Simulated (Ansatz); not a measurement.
Mulliken charges of `C=C(Br)OC` from r2SCAN/def2-TZVPP in Ansatz (PBE0-D4/def2-TZVP geometry).

```
atom   x (Å)   y (Å)   z (Å)  charge (e)
  C1   0.597  -0.179  -1.774      -0.233
  C2   0.237  -0.509  -0.545       0.184
 Br3   1.214  -1.849   0.418      -0.112
  O4  -0.844  -0.026   0.067      -0.265
  C5  -0.666   0.539   1.357      -0.005
  H6   1.421  -0.670  -2.268       0.103
  H7   0.035   0.584  -2.297       0.098
  H8  -1.643   0.910   1.659       0.075
  H9  -0.320  -0.216   2.067       0.085
 H10   0.051   1.364   1.319       0.070
```

**Question.** By hand: the dipole of these point charges (1 e Å = 4.8032 D).

**Answer.** Σ q r = (-0.002, 0.293, 0.175) e Å, of length 0.341 e Å = 1.64 D.

**Question.** How does the dipole of the full density compare? (An estimate is asked.)

**Answer.** Computed: (-0.070, 0.310, 0.126) e Å, 1.64 D; the point charges give 1.00 times that, at 14° from its direction.

Point charges leave out the atoms' own dipoles, such as those of lone pairs, and Mulliken's split depends on the basis, so the close match here is no proof of good charges.
